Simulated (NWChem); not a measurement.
**Atomisation of H$_{3}$ClSi**

```xyz
5

Si     0.9968     0.0279     0.0000
Cl    -1.0832    -0.0303     0.0000
H      1.4668     0.7507     1.2285
H      1.4668     0.7507    -1.2285
H      1.5264    -1.3764     0.0000
```
Charge 0, spin multiplicity 1.

The numbers come from NWChem runs, not from measurements. All single points use one geometry, from PBE/def2-SVP, a minimum by its harmonic frequencies.

Basis set: def2-TZVP. The atomisation energy is electronic alone: no zero-point, thermal, spin-orbit or counterpoise terms. No value is extrapolated to the basis-set limit. Free atoms are single determinants with multiplicities Si 3, Cl 2, H 2.

B3LYP has NWChem's definition, with VWN1-RPA local correlation. The structure started from a generated list of species. The stability of the SCF solutions was not checked. Open-shell Hartree-Fock references start from PBE0 orbitals.

Task: One of these methods gave an atomisation energy of 263.2 kcal/mol. Which?
A) B3LYP
B) PBE0
C) BP86
D) HF

Result: D, HF. The others give 331.3 (PBE0), 333.5 (B3LYP), 339.4 (BP86).
